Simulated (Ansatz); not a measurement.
`BBCC` + `[OH][AlH2]` → `BB[O][AlH2]` + ethane  (ligand exchange at a B–C bond)

Gas-phase electronic energies from Ansatz, PBE0-D4/def2-TZVP geometries. CCSD(T)/CBS adds triple-zeta CCSD(T) − MP2 to the extrapolated MP2 energy (def2 sets, frozen cores). This one scheme is used for every species. DFT in def2-TZVPP. B3LYP here is the variant with VWN-RPA as its local correlation; programs differ in this. Each species was taken in one conformer, which may not be the lowest.

**Question.** Is it downhill or uphill in electronic energy at CCSD(T)/CBS, and by how much? (Best estimate.)

**Answer.** Ansatz gave: Downhill: ΔE = -29.6 kcal/mol.

**Question.** What do these levels give: r2SCAN-D4, B3LYP-D4, BHLYP-D4, r2SCANh, BHLYP, CAM-B3LYP, HF/def2-SVP, CCSD(T)/def2-SVP, HF/def2-TZVPP, MP2/def2-TZVPP, SCS-MP2/def2-TZVPP, MP2/CBS(def2)? (Estimate.)

**Answer.** Computed: r2SCAN-D4 -29.1, B3LYP-D4 -30.8, BHLYP-D4 -32.1, r2SCANh -29.4, BHLYP -32.5, CAM-B3LYP -31.7, HF/def2-SVP -37.3, CCSD(T)/def2-SVP -35.0, HF/def2-TZVPP -34.6, MP2/def2-TZVPP -30.0, SCS-MP2/def2-TZVPP -31.1, MP2/CBS(def2) -29.4 kcal/mol.

**Question.** What do rigid-rotor, harmonic-oscillator terms from PBE0-D4/def2-TZVP frequencies (298.15 K, 1 bar) make of the CCSD(T)/CBS value? (An estimate is asked.)

**Answer.** Ansatz gave: ΔZPE = +1.1 kcal/mol, ΔH = -28.4 kcal/mol, ΔS = -13 J/(mol·K), ΔG = -27.5 kcal/mol. Modes under 50 cm⁻¹ make the entropy rough.

Largest T1 diagnostic among the species: 0.014.

From PBE to PBE0 (25 % exact exchange), in def2-TZVPP and without D4, ΔE moves by −0.8 kcal/mol. Leaving LDA and LC-ωPBE aside and taking each functional with its dispersion term where it has one, the values, not all of them listed here, spread over 4.8 kcal/mol, from BHLYP-D4 to revPBE-D4.
